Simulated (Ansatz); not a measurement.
Relaxation of Cl2FH3W (7 atoms, charge 0, multiplicity 1), to a largest force component of 0.03 eV/Å in at most 50 steps.

Method: Ansatz, RKS B3LYP-D4/def2-SVP.

```xyz
7
Properties=species:S:1:pos:R:3
W -0.466 0.006 -0.712
F 0.601 0.007 2.145
H 1.333 -0.087 1.583
H 0.649 1.176 -0.252
Cl -2.250 -0.003 0.653
H 0.733 -1.065 -0.210
Cl -0.330 -0.034 -2.937
```

Q: Where does it end, and by what steps?

A: It converged. After 18 steps the energy has fallen by 0.101 eV; H6 moved furthest, 0.48 Å. Joined: W1–F2 (3.05 → 2.41 Å).

```tsv
step	energy less start (eV)	largest force component (eV/Å)	accepted
0	0.0000	0.209	yes
1	-0.0174	0.346	yes
2	-0.0217	0.147	yes
3	-0.0311	0.101	yes
4	-0.0379	0.364	yes
5	-0.0484	0.507	yes
6	-0.0297	0.954	no
7	-0.0683	0.221	yes
8	-0.0734	0.349	yes
9	-0.0795	0.330	yes
10	-0.0828	0.077	yes
11	-0.0876	0.149	yes
12	-0.0880	0.267	yes
13	-0.0935	0.355	yes
14	-0.0963	0.075	yes
15	-0.0991	0.052	yes
16	-0.1007	0.044	yes
17	-0.1012	0.034	yes
18	-0.1014	0.030	yes
```

```xyz
7
Properties=species:S:1:pos:R:3
W -0.354 0.067 -0.487
F 0.360 -0.152 1.802
H 1.162 -0.424 1.369
H 0.630 1.409 -0.246
Cl -2.275 0.218 0.715
H 1.116 -0.782 -0.210
Cl -0.369 -0.336 -2.675
```

Whether the end is a true minimum wasn't checked by a vibrational analysis.

Time of the run: 68 s on 2 threads of Arm Neoverse V1, on a shared host, peak memory 0.21 GiB.
